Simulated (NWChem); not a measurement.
System: C2H5AlClN; SMILES [Al]([CH]=C)([Cl])[NH2]

Parts of the log:

```
             Northwest Computational Chemistry Package (NWChem) 7.3.0
             --------------------------------------------------------

 C1  symmetry detected

                             Geometry "geometry" -> ""
                             -------------------------

 Output coordinates in angstroms (scale by  1.889725989 to convert to a.u.)

  No.       Tag          Charge          X              Y              Z
 ---- ---------------- ---------- -------------- -------------- --------------
    1 Al                  13.0000     0.21148185    -0.03733418    -0.00085633
    2 Cl                  17.0000    -0.54850507    -2.00806281     0.00073332
    3 C                    6.0000    -0.99667980     1.47785868    -0.00245366
    4 C                    6.0000    -0.57543388     2.75185900     0.00238036
    5 H                    1.0000    -2.08417882     1.31906306    -0.00709467
    6 H                    1.0000    -1.26815015     3.60340915     0.00168275
    7 H                    1.0000     0.48857228     3.02078013     0.00742683
    8 N                    7.0000     1.96807361     0.13394717    -0.00032322
    9 H                    1.0000     2.61602187    -0.64579673     0.00140375
   10 H                    1.0000     2.47922381     1.00902018    -0.00205048

 Effective nuclear repulsion energy (a.u.)     241.9263775389

                                 NWChem DFT Module
                                 -----------------

 Summary of "ao basis" -> "ao basis" (spherical)
 ------------------------------------------------------------------------------
       Tag                 Description            Shells   Functions and Types
 ---------------- ------------------------------  ------  ---------------------
 Al                         pcseg-2                 12       34   5s4p2d1f
 Cl                         pcseg-2                 12       34   5s4p2d1f
 C                          pcseg-2                 10       30   4s3p2d1f
 H                          pcseg-2                  6       14   3s2p1d
 N                          pcseg-2                 10       30   4s3p2d1f

            General Information
            -------------------
          SCF calculation type: DFT
          Wavefunction type:  closed shell.
          No. of atoms     :    10
          No. of electrons :    54
           Alpha electrons :    27
            Beta electrons :    27
          Charge           :     0
          Spin multiplicity:     1
          Use of symmetry is: off; symmetry adaption is: off
          Maximum number of iterations: 150
          AO basis - number of functions:   228
                     number of shells:    84
          Convergence on energy requested:  1.00D-06
          Convergence on density requested:  1.00D-05
          Convergence on gradient requested:  5.00D-04

              XC Information
              --------------
                  TPSS metaGGA Exchange Functional  1.000
             TPSS03 metaGGA Correlation Functional  1.000

             Grid Information
             ----------------
          Grid used for XC integration:  medium
          Radial quadrature: Mura-Knowles
          Angular quadrature: Lebedev.
          Tag              B.-S. Rad. Rad. Pts. Rad. Cut. Ang. Pts.
          ---              ---------- --------- --------- ---------
          Al                  1.25       88          12.0       590
          Cl                  1.00       88          14.0       590
          C                   0.70       49          13.0       434
          H                   0.35       45          14.0       434
          N                   0.65       49          13.0       434
          Grid pruning is: on
          Number of quadrature shells:   548
          Spatial weights used:  Erf1

      Superposition of Atomic Density Guess
      -------------------------------------

 Sum of atomic energies:        -833.49499775

      Non-variational initial energy
      ------------------------------

 Total energy =    -835.502789
 1-e energy   =   -1629.787193
 2-e energy   =     552.358026
 HOMO         =      -0.352780
 LUMO         =      -0.040084

------------------------------------------------------------
EAF file 0: "./job.aoints.0" size=592445440 bytes
------------------------------------------------------------
               write      read    awrite     aread      wait
               -----      ----    ------     -----      ----
     calls:     1130         0         0         0         0
   data(b): 5.92e+08  0.00e+00  0.00e+00  0.00e+00
   time(s): 0.00e+00  0.00e+00  0.00e+00  0.00e+00  0.00e+00
rate(mb/s): 0.00e+00  0.00e+00
------------------------------------------------------------

     ---------------------------------------------
      Total Density - Mulliken Population Analysis
     ---------------------------------------------

    Atom       Charge   Shell Charges
 -----------   ------   -------------------------------------------------------
    1 Al  13    11.72   2.00  0.52  1.48  0.61  0.20  5.90  0.31  0.50  0.05  0.01  0.14  0.02
    2 Cl  17    17.51   2.01  0.38  1.60  1.05  0.91  5.92  1.05  3.19  1.40  0.00  0.01  0.00
    3 C    6     6.48   2.00  0.59  0.55  0.19  1.29  1.52  0.30  0.01  0.03  0.00
    4 C    6     6.06   2.00  0.59  0.46  0.18  1.24  1.28  0.27  0.01  0.04  0.00
    5 H    1     0.91   0.38  0.44  0.04  0.01  0.04  0.00
    6 H    1     0.92   0.39  0.44  0.05  0.01  0.03  0.00
    7 H    1     0.92   0.39  0.45  0.04  0.01  0.04  0.00
    8 N    7     7.96   2.00  0.61  0.70  0.15  1.75  2.05  0.71  0.00  0.00  0.00
    9 H    1     0.75   0.35  0.30  0.03  0.01  0.05  0.01
   10 H    1     0.75   0.35  0.30  0.03  0.01  0.05  0.01

[...]
```

Level: TPSS/pcseg-2. Structure relaxed at the PBE0/def2-SVP level.

Write an input that gives this output.

Several could match; the one computed here: the input that was run:
```
start job
memory heap 200 mb stack 900 mb global 1100 mb
geometry units angstroms noautoz
  Al     0.214153    -0.051428    -0.000900
  Cl    -0.566827    -2.013932     0.000599
  C     -0.977766     1.476575    -0.002469
  C     -0.542945     2.746006     0.002422
  H     -2.066898     1.329397    -0.007141
  H     -1.226532     3.604902     0.001740
  H      0.523871     3.003554     0.007503
  N      1.972473     0.101093    -0.000320
  H      2.612061    -0.685523     0.001393
  H      2.492935     0.970660    -0.002003
end
basis spherical
  Al library pcseg-2
  Cl library pcseg-2
  C library pcseg-2
  H library pcseg-2
  N library pcseg-2
end
dft
  xc xtpss03 ctpss03
  iterations 150
  semidirect filesize 400000000
  mulliken
end
task dft energy
```
